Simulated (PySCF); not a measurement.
[La(NH2)2]+ relaxed at several levels

Computed with PySCF 2.14.0, PBE0, def2-SVP on the ligands, density fitting, scalar-relativistic core potentials, no spin-orbit coupling, vacuum. Each row is relaxed at its own level from the same template. Distances are means of the shortest metal–ligand contacts, charges and spins Mulliken's; removal energies are rigid, with the ligand's formal charge and no counterpoise, so too large; for an anion taken off a cation in vacuum most of it is the attraction of opposite charges, and multiply charged cations can part far more cheaply with an electron moved from ligand to metal. lcecp potentials hold a fixed number of 4f electrons in the core, out of states, spins and gaps.

```json
{"level": "PBE0", "basis on the metal": "def2-SVP with ECP46", "point group": "C2v", "M–NH2 (Å)": "2.203", "charge on M (e)": "1.22", "HOMO–LUMO gap (eV)": "5.16", "removal of one NH2 (eV)": "16.22", "strongest infrared band, degenerate modes summed (cm⁻¹)": "–", "unstable modes (below −25 cm⁻¹)": "0"}
```

(1) What does the calculation give for PBE0, lcecp-1-SVP with ECP46?

Moved off a saddle point of the template and relaxed again: PBE0, PBE0. One start shape was tried for each, so a minimum needn't be the lowest isomer.

Answers

(1) point group: C2v, M–NH2 (Å): 2.187, charge on M (e): 1.29, removal of one NH2 (eV): 16.28, strongest infrared band, degenerate modes summed (cm⁻¹): 628, unstable modes (below −25 cm⁻¹): 0.
```xyz
7

La    0.0000    0.7603    0.0143
N     1.7507    0.0270    1.1004
H     1.6986   -0.5492    1.9461
H     2.7479    0.1566    0.9114
N    -1.7507    0.0270    1.1004
H    -2.7479    0.1566    0.9114
H    -1.6986   -0.5492    1.9461
```
